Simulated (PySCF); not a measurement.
CH8O2Si3, SMILES O=C(O)[SiH2][SiH2][SiH3] at its GFN2-xTB optimised geometry (Å):

```
14

O      0.6213    -1.2757     0.0000
C     -0.5910    -1.2757     0.0000
O     -1.2931    -2.4080    -0.0112
Si    -1.6393     0.3256     0.0000
Si    -0.0900     1.8277    -0.8383
Si     1.9921     1.5681     0.1595
H     -0.7101    -3.1889    -0.0087
H     -2.8969    -0.0511    -0.6521
H     -1.9823     0.5154     1.4169
H     -0.0241     1.6661    -2.3034
H     -0.6370     3.1889    -0.6891
H      2.8969     0.7220    -0.6130
H      2.6693     2.8663     0.3053
H      1.8615     1.0311     1.5139
```

Computed with B3LYP/def2-TZVP (PySCF 2.14.0). Cells within 0.4 Å of a nucleus heavier than hydrogen are left out (blank, or x).

Map of the HOMO−1 amplitude (bohr^(-3/2)) on the plane z = 0.0 Å; orbital energy -8.21 eV, overall sign arbitrary:

```
|4444444444444444444444444444444|
|4444444444444444444444444444444|
|4444444444444444444444444444444|
|4444444444444444444444444444444|
|4444444444444444444444444444444|
|4444444444444444454444333444444|
|4444444444444445555543333344444|
|4444444444434445666543123344444|
|4444444444333345777653122334444|
|4444444443332346788863222334444|
|44444444432212368998xx222334444|
|44444444432101257998xx222334444|
|4444445543200024678753222334444|
|4444455554320024566653222334444|
|4444556666xx2124555543333344444|
|4444556776xx2234555544333344444|
|4444556676543345565544444444444|
|4444455665544345786544444444444|
|4444455555444xx5xx5444444444444|
|4444444444444xx3xx2344444444444|
|4444444444445543102344444444444|
|44444444433xx543333344444444444|
|44444444432xx544333444444444444|
|4444444444334544444444444444444|
|4444444444444544444444444444444|
|4444444444444444444444444444444|
|4444444444444444444444444444444|
|4444444444444444444444444444444|
|4444444444444444444444444444444|
|4444444444444444444444444444444|
|4444444444444444444444444444444|
```
Scale: ten equal steps from -0.110 (start of '0') to 0.132 (end of '9'), in the order '0123456789'; x runs from -5.50 to 5.50, y from -5.50 (bottom) to 5.50 (top).
